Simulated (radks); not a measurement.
The numbers below are computed, except where a source is named.
Question: The hafnium ion Hf2+, configuration [Xe] 4f14 5d2 (the NIST ground configuration). Level of theory: scalar-relativistic Kohn-Sham, r2SCAN, spin-polarised, spherical densities, finite nucleus; open shells are filled with parallel spins first (spin-orbit coupling, left out, can overturn this in heavy ions); meta-GGA in the generalised Kohn-Sham scheme; Fermi nuclear charge, rms radius 5.347 fm (a radial shooting solver on a logarithmic mesh with Libxc functionals). Some entries of the table are withheld. Estimate them.

orbital,occ.,eigenvalue (hartree),<1/r> (bohr^-1)
1s down,1,-2402.282,83.78
1s up,1,-2402.281,83.78
2s up,1,-412.2133,19.58
2s down,1,-412.2093,19.58
2p up,3,-361.9350,17.85
2p down,3,-361.9321,17.85
3s down,1,-94.69417,7.255
3s up,1,-94.69335,7.255
3p down,3,-79.60011,6.720
3p up,3,-79.59958,6.721
3d up,5,-61.70439,6.348
3d down,5,-61.70306,6.348
4s up,1,-19.71073,3.062
4s down,1,-19.70951,3.061
4p up,3,-14.73708,2.790
4p down,3,-14.73626,2.790
4d up,5,-8.27625,2.473
4d down,5,-8.27496,2.473
5s up,1,-3.08771,(1)
5s down,1,-3.05786,(2)
5p up,3,-1.91829,0.9708
5p down,3,-1.87105,0.9831
4f up,7,-1.17556,(3)
4f down,7,-1.16788,(4)
5d up,2,(5),0.6174
5d down,0,(6),0.6279

Answer: 
(1) 5s up <1/r> (bohr^-1): 1.163
(2) 5s down <1/r> (bohr^-1): 1.171
(3) 4f up <1/r> (bohr^-1): 1.914
(4) 4f down <1/r> (bohr^-1): 1.924
(5) 5d up eigenvalue (hartree): -0.63263
(6) 5d down eigenvalue (hartree): -0.54948
